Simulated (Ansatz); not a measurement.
Consider the ligand exchange at the Si–C bond: `Cl[SiH2]C1BN1` + HCl → `Cl[SiH2]Cl` + `B1CN1`.

Gas-phase electronic energies from Ansatz, PBE0-D4/def2-TZVP geometries. CBS: MP2 limit from def2 TZ/QZ plus the TZ coupled-cluster correction, frozen cores. This one scheme is used for every species. DFT in def2-TZVPP. One conformer a species, not always the lowest.

`Cl[SiH2]C1BN1`:

Cartesian coordinates in Å:
```
Cl -2.547 -1.038 1.228
Si -0.621 -0.303 1.228
C -0.242 0.400 -0.443
B 0.687 -0.351 -1.468
N 1.183 0.673 -0.763
H 0.312 -1.417 1.532
H -0.550 0.700 2.323
H -0.963 1.116 -0.845
H 0.905 -1.163 -2.298
H 1.836 1.383 -0.493
```

HCl:

```xyz
2

Cl    0.424   -0.254   -0.405
H    -0.424    0.254    0.405
```

`Cl[SiH2]Cl`:

Cartesian coordinates in Å:
```
Cl 0.893 1.726 -0.281
Si 0.057 -0.120 -0.045
Cl -1.726 0.036 0.936
H 0.968 -0.946 0.771
H -0.192 -0.696 -1.380
```

`B1CN1`:

Z-matrix (Å, degrees):
```
C
N 1 1.467
B 1 1.562 2 52.5
H 1 1.090 2 116.6 3 110.6
H 1 1.090 2 116.6 3 -110.6
H 2 1.002 1 135.2 3 180.0
H 3 1.183 1 155.2 2 -180.0
```

```
        level  ΔE (eV)
      PBE0-D4    -0.96
MP2/CBS(def2)    -0.99
```

Problem. What does CCSD(T)/CBS give? (Estimate.)

Solution. Computed: -0.96 eV. The listed levels differ from it by 0.00, -0.03 eV.

Largest T1 diagnostic among the species: 0.013.

In def2-TZVPP, CCSD(T) changes the Hartree–Fock value by +0.16 eV (the triples alone add +0.02 eV) and MP2 by +0.13 eV. The D4 term adds +0.06 eV with B3LYP and +0.03 eV with PBE0; it sums over pairs of atoms, weighted by their polarisabilities, and B3LYP, whose exchange is more repulsive, gets the larger term.

B3LYP here is the variant with VWN-RPA as its local correlation; programs differ in this.
